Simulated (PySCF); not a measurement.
**Ca (calcium, neutral) across methods**

[Ar] 4p2, high-spin 3P determinant (an excited configuration). Computed with PySCF 2.14 in def2-TZVPPD (6s5p3d, 36 functions), with the non-relativistic Hamiltonian (point nucleus). The B2PLYP total includes its PT2 part (frozen core); its orbital energies are those of the SCF part.

```
   method  E (hartree)  mean ε 3p α (eV)  mean ε 3p β (eV)  mean ε 4p α (eV)  Σ⟨r²⟩ (bohr²)   ⟨S²⟩
BHandHLYP     -677.394           -35.052           -34.912            -3.290          71.65  2.000
   r2SCAN     -677.357           -31.255           -31.170            -2.718          70.75  2.000
      UHF   -676.59414           -39.078           -38.880            -4.032          76.24  2.000
     PBE0     -677.217           -32.820           -32.690            -3.110          70.55  2.000
      LDA     -675.549           -30.422           -30.307            -2.659          69.55  2.000
  r2SCAN0     -677.354           -33.396           -33.283            -3.103          71.43  2.000
   B2PLYP     -677.180           -35.117           -34.969            -3.325          72.39  2.000
      PBE     -677.173           -30.371           -30.262            -2.678          69.42  2.000
  wB97X-V     -677.283           -35.510           -35.410            -4.169          72.25  2.000
```
